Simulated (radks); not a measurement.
The numbers below are computed, except where a source is named.
Excited configurations of the zirconium ion Zr11+: one electron is placed in a higher orbital outside [Ar] 3d10. The ground configuration is [Ar] 3d10 4s1. Level of theory: scalar-relativistic Kohn-Sham, PBE, spin-polarised, spherical densities, point nucleus; open shells are filled with parallel spins first (spin-orbit coupling, left out, can overturn this in heavy ions) (a radial shooting solver on a logarithmic mesh with Libxc functionals). Excitation = E - E(ground); binding = E(ion) - E, where the ion is the core of charge +12; n* = 12/sqrt(2 binding) in atomic units. These energies are relativistic, and a one-electron ion of charge +12 with no core already has n* below n in this formula (scalar-relativistic equation, point nucleus: 4f 4.000, 5p 4.998, 5d 4.999, 6f 5.999, 7s 6.997, 7f 6.999). The quantum defect is therefore taken as that value minus n*, so that it holds no relativistic shift of the bare ion.

| outer orbital | excitation (eV) | binding (eV) | n* | quantum defect | eigenvalue (eV) | <r> (bohr) |
|---|---|---|---|---|---|---|
| 4f | 109.35 | 129.00 | 3.897 | 0.102 | -121.35 | 1.368 |
| 5p | 118.99 | 119.36 | 4.051 | 0.947 | -114.90 | 2.010 |
| 6f | 180.27 | 58.077 | 5.808 | 0.191 | -55.786 | 3.736 |
| 7s | 181.09 | 57.253 | 5.850 | 1.147 | -55.317 | 4.325 |
| 7f | 195.77 | 42.581 | 6.783 | 0.216 | -41.044 | 5.292 |

Estimate the row for 5d.

Answer. excitation (eV) 137.12; binding (eV) 101.23; n* 4.399; quantum defect 0.600; eigenvalue (eV) -97.127; <r> (bohr) 2.210. The Delta-SCF ionisation energy is 238.35 eV (NIST Atomic Spectra Database: 236.25 eV, measured). Self-interaction in the functional shifts the binding energies and quantum defects, so they are the method's values and not measured ones.
